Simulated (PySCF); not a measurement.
3-tert-butylpyridine, C₉H₁₃N

Geometry:
```csv
atom,x (Å),y (Å),z (Å)
C1,-1.786,0.077,1.382
C2,-1.173,-0.063,-0.012
C3,-1.655,-1.386,-0.626
C4,-1.652,1.112,-0.876
C5,0.354,-0.060,0.037
C6,1.090,0.057,1.218
C7,2.483,0.051,1.169
C8,3.106,-0.074,-0.069
N9,2.427,-0.186,-1.209
C10,1.101,-0.178,-1.147
H11,-1.495,-0.754,2.043
H12,-1.493,1.022,1.865
H13,-2.884,0.070,1.307
H14,-1.280,-1.521,-1.651
H15,-2.755,-1.412,-0.665
H16,-1.313,-2.245,-0.027
H17,-1.307,2.072,-0.462
H18,-1.280,1.039,-1.909
H19,-2.753,1.134,-0.918
H20,0.587,0.153,2.182
H21,3.076,0.141,2.081
H22,4.199,-0.082,-0.145
H23,0.583,-0.274,-2.108
```

Method: PySCF 2.14.0, quadratic response CAM-B3LYP/def2-SVPD first hyperpolarisability, Taylor convention, gas phase. Geometry: PBE0-D3(BJ)/def2-SVP.

**Question.** Give the tensor of the second harmonic β(−2ω;ω,ω) at 1064 nm in the axes of these coordinates.

**Answer.** In au, Taylor convention; rows are the first index (the induced dipole):
|  | xx | yy | zz | xy | xz | yz |
| --- | --- | --- | --- | --- | --- | --- |
| x | -2.5 | +18.6 | -15.2 | -2.3 | -22.9 | -3.4 |
| y | -2.1 | -7.8 | +3.4 | +17.6 | -3.4 | -25.7 |
| z | -21.7 | -24.8 | -19.2 | -3.4 | -15.9 | +3.3 |

Norm of βᵢ = ⅓ Σⱼ (βᵢⱼⱼ + βⱼᵢⱼ + βⱼⱼᵢ): 67.4 au, hyper-Rayleigh value 29.7 au.
